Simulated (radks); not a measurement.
Values are calculated unless marked as measured or tabulated.
Polarisability of the nitrogen ion N+, [He] 2s2 2p2, at imaginary frequency. Code: a radial shooting solver on a logarithmic mesh with Libxc functionals. Model: non-relativistic Kohn-Sham, LDA (Slater exchange, Perdew-Wang correlation), spin-polarised, spherical densities, point nucleus; open shells are filled with parallel spins first. Response by self-consistent Sternheimer equations with the Hartree and adiabatic LDA kernel.

w (hartree),alpha1(iw) (bohr^3)
0.00266,3.890
0.0143,3.888
0.0360,3.877
0.0697,3.842
0.118,3.757
0.186,3.584
0.280,3.279
0.413,2.823
0.605,2.243
0.892,1.613
1.35,1.026
2.12,0.5568
3.59,0.2441
6.94,0.07862
17.5,0.01514

Static values: alpha1 = 3.890 bohr^3 (0.5765 angstrom^3; uncoupled 5.568). C6 = 8.416, triple-dipole C9 = 23.25 atomic units. One-pole (London) frequency 4 C6 / (3 alpha1^2) = 0.741 hartree, against 0.813 for minus the highest occupied eigenvalue. The dipole shielding factor is 0.857, as the force sum rule N/Z = 0.857 demands.
